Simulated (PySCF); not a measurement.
Excitations are Tamm–Dancoff values on a coarser integration grid. The basis has no diffuse functions, so Rydberg states are missing or too high.

Cartesian coordinates (Å):
SMILES: C=[SiH]SC
```xyz
10

C      1.7056    -0.4959     0.1355
Si     0.9592     1.0152     0.3377
S     -1.1038     1.3845     0.2781
C     -1.7001    -0.3016    -0.0310
H      2.7859    -0.5714     0.1859
H      1.1718    -1.4196    -0.0453
H      1.6914     2.2741     0.5842
H     -1.3114    -0.6787    -0.9759
H     -2.7862    -0.2411    -0.0834
H     -1.4124    -0.9655     0.7831
```
Charge 0, multiplicity 1.

### Question
What T1 excitation (TDA), S1 excitation (TDA), S1 oscillator strength, S1–T1 gap (TDA) and HOMO does PBE-D3(BJ)/def2-TZVP // PBE0-D3(BJ)/def2-TZVP run with PySCF give?

### Answer

The T1 excitation (TDA) comes out as 2.93 eV. The S1 excitation (TDA) is 4.27 eV and the S1 oscillator strength comes out as 0.007. The S1–T1 gap (TDA) comes out as 1.34 eV and the HOMO is -5.13 eV.
